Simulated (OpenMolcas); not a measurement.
**What dynamic correlation does to the levels of P III**

| Property | Result |
| --- | --- |
| Program | OpenMolcas |
| Basis | ANO-R3 [6s5p4d2f1g] |
| Scalar Hamiltonian | X2C, finite nucleus |
| Active space | 1 electron in 9 orbitals (RAS2 3p; RAS3 3d 4s, at most 1 electron) |
| State averaging | 2S+1 = 2 odd, 3 roots; 2S+1 = 2 even, 6 roots |
| Spin-orbit coupling | state interaction with AMFI integrals over the reference wave functions, term energies averaged over their components |

Methods on the same reference wave functions:
A. RASSCF
B. SS-RASPT2, IPEA 0.25 Eh, imaginary shift 0.1 Eh (closed shells correlated: 2s 2p 3s)

Energies in cm⁻¹ above 3s² 3p ²P°_1/2, the measured ground level; measured values from Martin, Zalubas and Musgrove, J. Phys. Chem. Ref. Data 14, 751 (1985).

| Level | A | B | Measured |
| --- | --- | --- | --- |
| 3s² 3p ²P°_1/2 | 0.0 | 0.0 | 0.0 |
| 3s² 3p ²P°_3/2 | 504 | 504 | 559 |
| 3s² 3d ²D_3/2 | 111347 | 105789 |  |
| 3s² 3d ²D_5/2 | 111357 | 105799 |  |
| 3s² 4s ²S_1/2 | 117864 | 119273 | 117836 |

Deviations, from unrounded energies. A percentage is the sum of absolute deviations over the sum of measured energies, with the sign that they share, or ± where signs differ.

| Against measurement | Levels | A | B |
| --- | --- | --- | --- |
| mean absolute deviation (cm-1) | 2 | 41 | 750 |
| fine structure of the ground term (%) | 1 | -9.9 | -9.9 |
| other configurations (%) | 1 | +0.0 | +1.2 |

A lies closest to measurement on these levels. The largest miss of A in the table is 3s² 3p ²P°_3/2, by -55 cm-1. The ranking rests on the paired levels alone, and a cruder setting can come out closer through cancelling errors.

The lowest spin-free term lies below A's lowest term by 0.325 hartree in B.

ANO sets are built for valence states and can reach diffuse excited orbitals poorly, and with the s shell closed the s pⁿ⁺¹ terms that mix with these levels are absent. With one active electron the reference holds no correlation, so core polarisation is missing (holds for A). With one active electron, CASPT2 adds the correlation within the correlated inactive shells and between them and that electron, and leaves the splitting within a term as the reference gives it (holds for B). Measured partners are found by configuration, term and J. A level has none where our copy of the source lacks it or the pairing is in doubt (some pairs that miss far off the trend of their configuration count as doubtful), and it then counts in no deviation. Levels of configurations outside the active space are missing.

° marks odd parity.
